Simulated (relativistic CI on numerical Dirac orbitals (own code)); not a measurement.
**How well does a small relativistic CI reproduce S²⁺?**

Method of calculation: Dirac-Coulomb-Breit CI, separate exchange-only KLI orbitals for each configuration, QED by a radiative potential, valence Slater integrals scaled by 0.85, configuration energies shifted to the measured levels that pair with them (semi-empirical) (own radial code, finite nucleus).

Configuration list (outside the closed core [Ne]): 3s²3p², 3s3p³, 3s²3p3d, 3s²3p4s, 3s²3p4p, 3s²3p4d, 3s²3p5s, 3p⁴, 3s²3d², 3s3p²3d, 3p²3d², 3s²3d4s, 3s²4s², 3s²3p4f, 3s²3d4p, 3s²3p5p, 3s²4s4p, 3s²3p5d, 3s3p²4s, 3p³3d, 3s²3p5f, 3s²3p5g, 3p³4s, 3s²4p², 3s3p3d², 3s3p²4p, 3p³4p, 3s3p3d4s, 3s3p4s², 3s3p3d4p. Levels of other configurations are missing.

| Configuration | Term (tabulated) | J | Measured (cm⁻¹) | Computed | Error | Purity (%) |
| --- | --- | --- | --- | --- | --- | --- |
| 3s²3p² | 3P | 0 | 0.0 | 0 | 0 | 96 |
| 3s²3p² | 3P | 1 | 298.7 | 292 | -7 | 96 |
| 3s²3p² | 3P | 2 | 833.1 | 814 | -19 | 96 |
| 3s²3p² | 1D | 2 | 11322.7 | 11728 | 405 | 96 |
| 3s²3p² | 1S | 0 | 27161.0 | 26277 | -884 | 94 |
| 3s3p³ | 5S° | 2 | 58671.9 | 59146 | 474 | 99 |
| 3s3p³ | 3D° | 1 | 84019.3 | 84878 | 859 | 82 |
| 3s3p³ | 3D° | 2 | 84046.7 | 84906 | 860 | 82 |
| 3s3p³ | 3D° | 3 | 84099.4 | 84961 | 862 | 82 |
| 3s3p³ | 3P° | 2 | 98745.3 | 98255 | -491 | 80 |
| 3s3p³ | 3P° | 1 | 98765.9 | 98271 | -495 | 80 |
| 3s3p³ | 3P° | 0 | 98772.2 | 98278 | -495 | 80 |
| 3s²3p3d | 1D° | 2 | 104159.7 | 105055 | 896 | 58 |
| 3s²3p3d | 3F° | 2 | 122118.5 | 122773 | 655 | 96 |
| 3s²3p3d | 3F° | 3 | 122404.0 | 123048 | 644 | 96 |
| 3s²3p3d | 3F° | 4 | 122798.6 | 123428 | 629 | 96 |
| 3s3p³ | 1P° | 1 | 136843.8 | 137670 | 826 | 65 |
| 3s3p³ | 3S° | 1 | 138066.6 | 136230 | -1836 | 87 |
| 3s²3p3d | 3P° | 0 | 143097.1 | 143335 | 238 | 69 |
| 3s²3p3d | 3P° † | 1 | 143117.4 | 143242 | 125 | 70 |
| 3s²3p3d | 3P° † | 2 | 143125.3 | 143050 | -75 | 72 |
| 3s²3p4s | 3P° † | 0 | 146697.4 | 146438 | -259 | 83 |
| 3s²3p4s | 3P° † | 1 | 146737.5 | 146613 | -124 | 80 |
| 3s²3p4s | 3P° | 2 | 147147.1 | 147262 | 115 | 74 |
| 3s²3p3d | 3D° | 1 | 147551.6 | 146990 | -562 | 76 |
| 3s²3p3d | 3D° | 2 | 147692.2 | 147049 | -643 | 67 |
| 3s²3p3d | 3D° | 3 | 147745.7 | 147175 | -571 | 80 |
| 3s²3p4s | 1P° | 1 | 148399.0 | 149165 | 766 | 89 |
| 3s3p³ | 1D° | 2 | 151978.5 | 151384 | -595 | 56 |
| 3s²3p3d | 1F° | 3 | 157610.3 | 156816 | -794 | 91 |
| 3s²3p3d | 1P° | 1 | 164141.0 | 163421 | -720 | 62 |
| 3s²3p4p | 1P | 1 | 167553.3 | 167926 | 373 | 92 |
| 3s²3p4p | 3D | 1 | 169771.4 | 169989 | 218 | 93 |
| 3s²3p4p | 3D | 2 | 170068.7 | 170278 | 209 | 95 |
| 3s²3p4p | 3D | 3 | 170650.5 | 170854 | 203 | 96 |
| 3s²3p4p | 3P | 0 | 172632.8 | 172526 | -107 | 93 |
| 3s²3p4p | 3P | 1 | 172787.3 | 172647 | -140 | 83 |
| 3s²3p4p | 3P | 2 | 173193.1 | 173076 | -117 | 92 |
| 3s²3p4p | 3S | 1 | 174037.7 | 173533 | -505 | 85 |
| 3s²3p4p | 1D | 2 | 176984.4 | 176820 | -165 | 94 |
| 3s²3p4p | 1S | 0 | 182759.1 | 182867 | 108 | 94 |
| 3s²3p4d | 3F° | 2 | 204580.7 | 204650 | 69 | 75 |
| 3s²3p4d | 3F° | 3 | 205072.5 | 205092 | 19 | 96 |
| 3s²3p4d | 1D° | 2 | 205147.8 | 205300 | 152 | 71 |
| 3s²3p4d | 3F° | 4 | 205562.5 | 205591 | 28 | 99 |
| 3s²3p4d | 3D° | 1 | 206540.4 | 206534 | -6 | 93 |
| 3s²3p4d | 3D° | 2 | 206673.1 | 206659 | -15 | 81 |
| 3s²3p4d | 3D° | 3 | 206912.6 | 206923 | 10 | 95 |
| 3s²3p4d | 3P° | 2 | 207893.0 | 207656 | -237 | 85 |
| 3s²3p4d | 3P° | 1 | 208104.9 | 207853 | -252 | 93 |
| 3s²3p4d | 3P° | 0 | 208212.0 | 207951 | -261 | 97 |
| 3s²3p5s | 3P° | 0 | 209774.9 | 209751 | -23 | 98 |
| 3s²3p5s | 3P° | 1 | 209927.4 | 209936 | 9 | 91 |
| 3s²3p5s | 3P° | 2 | 210699.2 | 210695 | -5 | 99 |
| 3s²3p4d | 1F° | 3 | 211149.3 | 212074 | 924 | 94 |
| 3s²3p5s | 1P° | 1 | 211329.1 | 211606 | 277 | 90 |
| 3s²3p4d | 1P° | 1 | 213542.5 | 212835 | -708 | 90 |

Measured levels from NIST levels in Podobedova, Kelleher and Wiese, J. Phys. Chem. Ref. Data 38, 171 (2009); pairs were made by configuration, J and term (by order where the table uses no LS term), so strongly mixed levels may be paired wrongly.

Mean error by configuration (cm⁻¹): 3s²3p² -126; 3s3p³ -3; 3s²3p3d -23; 3s²3p4s 441; 3s²3p4p 8; 3s²3p4d -23; 3s²3p5s 64. Over the excited levels the mean absolute error is 413 cm⁻¹ (56 of the 56 excited levels that our extract of the source holds in range could be paired), and the median relative error of those above 1,000 cm⁻¹ is 0.26 %, both after the shifts were fitted to these levels, so that a configuration with one level shows no error. † marks terms whose computed intervals miss the measured ones by more than a factor of 2.5, or configurations far off the rest, from wrong mixing, a near crossing or a doubtful label or measurement; they are left out of the means.

Configurations whose levels could be paired with our table of measured levels were shifted onto them, all but the ground configuration, by the median error of their levels; single terms can still be off by 1,000 to 2,000 cm⁻¹ or more, and rates follow the energies as ν³ (E1, M1) or ν⁵ (E2). The others borrow a shift and can be off by several thousand cm⁻¹ or more. The fine structure of a lone outer electron comes out too small, for d and f at times inverted, and misplaced configurations move strength between like terms. 56 of the 56 excited levels that our extract of the measured tables holds in this range could be paired (the sources list more); they are missed by 394 cm⁻¹ on average and 1836 at most, after the shifts were fitted to these levels, and levels without a partner can miss by more.

Shifts applied (cm⁻¹): 3s²3p² 0; 3s3p³ -535; 3s²3p3d -3875; 3s²3p4s -1132; 3s²3p4p -2514; 3s²3p4d -11570; 3s²3p5s -11661.
